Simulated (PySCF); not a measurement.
Si(Cl)(OMe) (CH3ClOSi), SMILES CO[Si]Cl (connectivity only; charge and spin as stated), neutral, multiplicity 1. Heavy atoms are numbered as in [Si:1]([Cl:2])[O:3][CH3:4]. Hydrogens are named by the atom that carries them.

Geometry optimised at ωB97X-D3(BJ)/def2-SVP. The values are those of a single conformer.

Computed with PBE0/pcSseg-1 in PySCF.

GIAO shieldings, no solvent; atoms alike by connectivity are averaged. δ = σ(ref) − σ: ²⁹Si against TMS (σ = 352.7 ppm); ³⁵Cl against HCl (σ = 945.9 ppm); ¹⁷O against H2O (σ = 334.2 ppm); ¹³C against TMS (σ = 186.3 ppm); ¹H against TMS (σ = 31.56 ppm), references at their B3LYP-D3(BJ)/def2-TZVP geometries, non-relativistic (without spin–orbit terms, shifts of atoms bonded to Cl or Br come out too high).

Question: Estimate the chemical shifts. (An estimate is asked for; the answer gives what the named calculation found.)

Answer: 
```json
[
 {"nucleus": "²⁹Si", "atoms": "Si1", "count": "1", "δ (ppm)": "128.5"},
 {"nucleus": "³⁵Cl", "atoms": "Cl2", "count": "1", "δ (ppm)": "367.2"},
 {"nucleus": "¹⁷O", "atoms": "O3", "count": "1", "δ (ppm)": "207.1"},
 {"nucleus": "¹³C", "atoms": "C4 (CH3)", "count": "1", "δ (ppm)": "56.1"},
 {"nucleus": "¹H", "atoms": "H on C4", "count": "3", "δ (ppm)": "4.54"}
]
```
